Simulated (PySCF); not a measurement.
**Electron correlation in S⁺ (sulfur, charge +1)**

[Ne] 3s2 3p3, high-spin 4S determinant. All numbers are calculated (PySCF 2.14, scalar relativity by spin-free X2C-1e, in cc-pVDZ-DK (4s3p1d, 18 functions)). Frozen: [Ne]; 5 electrons correlated.

MP2 pair energies summed by pair of shells (mhartree):

```
 pair  energy  share (%)
3s-3p  -43.96       64.8
3p-3p  -16.24       23.9
3s-3s   -7.64       11.3
```

Total MP2 correlation energy: -67.84 mhartree.

Same-spin part -18.27 and opposite-spin part -49.58 mhartree; SCS-MP2 scales them by 1/3 and 6/5 to -65.58 mhartree.

| level | correlation energy (mhartree) |
| --- | --- |
| CCSD | -86.26 |
| (T) | -0.90 |
| CCSD(T) | -87.16 |

Diagnostics: T1 = 0.0018, D1 = 0.0049, largest double amplitude 0.062.

Cost of the coupled-cluster step: 0.13 s of wall time on 1 thread of Neoverse-N1 (shared host), for 5 correlated electrons.

Iterations:

```
CC2 = 0
CCSD nocc = (np.int64(4), np.int64(1)), nmo = (13, 13)
frozen orbitals [[0, 1, 2, 3, 4], [0, 1, 2, 3, 4]]
max_cycle = 100
direct = 0
conv_tol = 1e-08
conv_tol_normt = 1e-06
diis_space = 8
diis_start_cycle = 0
Init t2, MP2 energy = -0.0678432989340393
Init E_corr(UCCSD) = -0.0678432989356892
cycle = 1  E_corr(UCCSD) = -0.0821760560060561  dE = -0.0143327571  norm(t1,t2) = 0.0392027
cycle = 2  E_corr(UCCSD) = -0.0852074727444867  dE = -0.00303141674  norm(t1,t2) = 0.0105404
cycle = 3  E_corr(UCCSD) = -0.0862745242426564  dE = -0.0010670515  norm(t1,t2) = 0.00347148
cycle = 4  E_corr(UCCSD) = -0.0862557739256569  dE = 1.8750317e-05  norm(t1,t2) = 0.000362841
cycle = 5  E_corr(UCCSD) = -0.0862567776542706  dE = -1.00372861e-06  norm(t1,t2) = 4.10384e-05
cycle = 6  E_corr(UCCSD) = -0.0862563207786213  dE = 4.56875649e-07  norm(t1,t2) = 8.45174e-06
cycle = 7  E_corr(UCCSD) = -0.0862565745698076  dE = -2.53791186e-07  norm(t1,t2) = 8.90065e-07
cycle = 8  E_corr(UCCSD) = -0.0862565069120112  dE = 6.76577963e-08  norm(t1,t2) = 1.63091e-07
cycle = 9  E_corr(UCCSD) = -0.0862565097983952  dE = -2.88638397e-09  norm(t1,t2) = 1.6399e-08
UCCSD converged
E(UCCSD) = -398.3255658973802  E_corr = -0.08625650979839519
UCCSD(T) correction = -0.000903048288194463
```
